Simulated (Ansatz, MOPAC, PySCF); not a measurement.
Dimer: CH4O (SMILES CO) (first 6 atoms) with CH2O2 (SMILES O=CO); geometry from B3LYP-D3(BJ)/def2-TZVP, rigid monomers moved along the line of their centres of mass till O2···H11 is 2.98 Å.
(charge 0, multiplicity 1):
```xyz
11

C     -0.18960    -0.35027     0.18299
O      0.48930    -0.80552     1.35223
H     -0.90401     0.44544     0.41406
H     -0.72878    -1.20179    -0.22782
H      0.51964     0.01102    -0.56554
H      0.93740    -0.05470     1.77985
O      0.75588     1.17027     4.91190
C     -0.05452     0.53614     5.54919
O     -0.71025    -0.53156     5.12369
H     -0.33853     0.78963     6.57833
H     -0.42189    -0.72285     4.18747
```

Interaction energies are E(AB) − E(A) − E(B) at the monomers' geometry in the complex; basis-set methods are counterpoise corrected. Rows marked so take none.

Frozen-core correlation. Rows in 3-21G, 6-31G*, STO-3G carry no dispersion term and start afresh at each structure (6-31G* with six Cartesian d functions). MP2/6-31G* freezes PySCF's default core. The state that PM3, PM6 reach isn't checked.

Run with Ansatz (Gaussian orbitals); MOPAC for PM3, PM6 (differences of heats of formation); PySCF for 3-21G rows, 6-31G* rows, STO-3G rows, the dispersion terms. Values without a source in brackets are computed.

Other levels give for the interaction energy: PBE/def2-TZVPPD -3.12; B3LYP/def2-TZVPPD -2.80; B3LYP-D3(BJ)/def2-TZVPPD -3.37; wB97M-V/def2-TZVPPD -3.33; CCSD(T)/aug-cc-pVDZ -3.25 kcal/mol.

Common cheap choices:

```
level                           interaction energy (kcal/mol)
------------------------------  -----------------------------
PM3                                                     -1.41
PM6                                                     -1.98
HF/STO-3G (no counterpoise)                             -1.29
HF/6-31G* (no counterpoise)                             -3.85
BP86/6-31G* (no counterpoise)                           -3.75
B3LYP/3-21G (no counterpoise)                           -3.99
B3LYP/6-31G* (no counterpoise)                          -4.08
MP2/6-31G*                                              -3.10
```

Ansatz is an electronic-structure program.
